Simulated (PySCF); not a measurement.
CH9FN2Si2. Atoms are numbered in the order given.

```xyz
15

C     -2.5967     0.5805    -0.6529
N     -1.9131    -0.4139     0.1531
Si    -0.2851    -0.3470     0.6867
F     -0.0042    -1.8493     1.2600
N      0.7150     0.0875    -0.6487
Si     2.1789     1.0434    -0.6926
H     -1.8537     1.2120    -1.1640
H     -3.2507     1.2528    -0.0648
H     -3.2190     0.1130    -1.4367
H     -2.5266    -1.0825     0.6092
H      0.0728     0.5642     1.8008
H      0.4527    -0.3649    -1.5244
H      3.3898     0.2210    -0.9897
H      2.0886     2.1010    -1.7433
H      2.3367     1.6802     0.6429
```

Geometry: B3LYP-D3(BJ)/def2-SVP. The structure was generated by enumeration; whether it is a known compound was not checked. Other conformers were not sampled.

Level of theory: SMD-B3LYP/6-31G* in PySCF.

Solvation free energies are E(SMD) − E(gas) at the gas-phase geometry, for 1 M in both phases. In vacuum the dipole moment is 2.22 D.

```tsv
solvent	ΔG(solv) (kcal/mol)	its non-electrostatic (CDS) part	dipole (D)
water	-0.1	5.1	2.79
methanol	-4.5	0.5	2.77
n-hexane	[?]	[?]	[?]
```

### Question
Complete the blanks. (The exact figures need the calculation; the answer reports its results.)

### Answer

- n-hexane, ΔG(solv) (kcal/mol): -2.2
- n-hexane, its non-electrostatic (CDS) part: -0.3
- n-hexane, dipole (D): 2.42
